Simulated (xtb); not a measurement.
C₂H₅BF₂O, SMILES CCOB(F)F. All values are semi-empirical tight-binding results from xtb (GFN2-xTB unless named), good for trends rather than for accurate numbers. The structure is a stationary point at GFN2-xTB. One conformer was computed; it need not be the lowest.

```
Quantity                                          Result
-----------------------------------------  -------------
orbital gap                                      7.47 eV
dipole moment                                     3.37 D
zero-point energy                          49.2 kcal/mol
G − E(el) at 298.15 K (modified RRHO)      29.6 kcal/mol
static polarisability (D4 model)              48.5 bohr³
solvation energy, GFN2-xTB/ALPB(water)     -2.7 kcal/mol
solvation energy, GFN2-xTB/ALPB(methanol)  -4.1 kcal/mol
```

Computed IR lines (harmonic; lines under 4 % of the strongest left out, lines within 3 cm⁻¹ merged):
ν (cm⁻¹): 546 (m), 1082 (w), 1107 (w), 1273 (s), 1323 (w), 1396 (w), 1432 (vs), 1465 (w), 2936 (w), 3053 (w) (against the strongest line: vs over 80 %, s over 45 %, m over 15 %, w over 4 %, vw less)
